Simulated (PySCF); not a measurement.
## Structure from NMR data

An unknown has the formula C7H12. Its calculated NMR data are:

¹H NMR (400 MHz, computed): δ 5.91 (m, 1H), 5.62 (q, 1H), 5.34 (m, 1H), 5.28 (m, 1H), 2.71 (d, 2H), 1.80 (d, 3H), 1.72 (s, 3H).

¹³C{¹H} NMR (computed): δ 148.3 (CH), 140.5 (C), 128.7 (CH), 122.3 (CH2), 51.4 (CH2), 17.3 (CH3), 15.1 (CH3).

A single conformation, no solvent model, non-relativistic, averaged over atoms made equivalent by symmetry, fast rotation or ring inversion. PBE0/pcSseg-1 with gauge-including orbitals; GFN2-xTB geometry; PySCF 2.14.

References, each an isolated molecule treated in the same way: ¹H and ¹³C against TMS.

Task: What is the structure?

Result: 
1. The formula gives 2 degrees of unsaturation (no ring in the answer).
2. 7 carbon signals for 7 carbons: no two carbons are equivalent.
3. Carbon types of the structure: 1 × C, 2 × CH, 2 × CH2, 2 × CH3, which accounts for all hydrogens.
4. δC 148.3, 128.7: alkene CH; the olefinic region.
5. δC 140.5: fully substituted alkene carbon; the olefinic region.
6. δC 122.3: terminal =CH2 carbon; as expected for a trigonal carbon in a double bond.
7. δC 17.3, 15.1: allylic methyl carbon; a saturated carbon with 1 carbon neighbour and no heteroatom attached.
8. δH 5.91, 5.62: hydrogen on an alkene CH; attached to an sp2 carbon and in the plane of the double bond.
9. δH 5.34, 5.28: hydrogen on a terminal =CH2 carbon; olefinic region.
10. δH 2.71: hydrogen on an allylic sp3 CH2; allylic position.

Structure: SMILES C=CC/C(C)=C/C.

The shifts were computed for this structure.

Shifts are as computed. Against solution values, carbons near 30 ppm lie about +3 ppm off and those near 130 ppm about +5 ppm. Of 1211 compounds with measured shifts, 218 miss one by over three times the rms of a fit or turn the order of signals round; such compounds aren't used in these exercises. Multiplicities follow the n + 1 count of equivalent neighbours, as no J values were calculated; m marks all less simple cases, F and P coupling included.
